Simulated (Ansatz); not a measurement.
Input file for Ansatz (a program for electronic structure): R-CCSD(T)/aug-cc-pVDZ on C2HNO2 (a complex), monomers drawn apart or pushed together.

Ansatz 0.2 input:
```yaml
crystal:
  periodic: [false, false, false]
  atoms:
    - {symbol: C, position_ang: [-0.16911623, 0.29580944, -1.61664731]}
    - {symbol: N, position_ang: [-0.15244065, 0.26138366, -0.45398306]}
    - {symbol: H, position_ang: [-0.13826659, 0.23092218, 0.54681809]}
    - {symbol: O, position_ang: [-0.09517483, 0.15206938, 2.89125563]}
    - {symbol: C, position_ang: [-0.04983438, 0.09258211, 4.05089681]}
    - {symbol: O, position_ang: [-0.00505505, 0.03368594, 5.20385234]}
basis:
  gaussian:
    orbitals: aug-cc-pVDZ
magnetization: {spin_polarized: false}
correlation: {method: ccsd_t, electrons: outside_noble_gas}
scf: {lower_state_search: off}
```

The head of its log:

```
Functional definition: HF
[...]
these checks for a lower state are left out or cut short: stability, starts, cluster_reference, orbital_swaps, neighbouring_geometries, increment
integrals: 0.24 GiB planned
1233 factors; integrals over basis functions are off by at most 9.3e-4 eV
mean field: 0.35 GiB planned
mean field evaluation 1: about -7630.2394 eV, gradient 4.4e1 eV
mean field evaluation 2: about -7630.3058 eV, gradient 4.4e1 eV
mean field evaluation 4: about -7633.8065 eV, gradient 3.7e0 eV
mean field evaluation 8: about -7633.8480 eV, gradient 3.2e-1 eV
mean field -7633.84830887 eV, -280.5387509428 hartree, gradient 1.4e-6 eV, S^2 0.000000; 0 other end points of the search recorded, 0 dependent functions left out
5 core orbitals not correlated
reference -7633.84830887 eV, -280.5387509428 hartree; 13, 13 occupied and 106, 106 virtual orbitals, 1233 factors
```

Question: Predict the final total energy.

Answer: -281.3700 hartree (reference determinant -280.5388, T1 diagnostic 0.018).
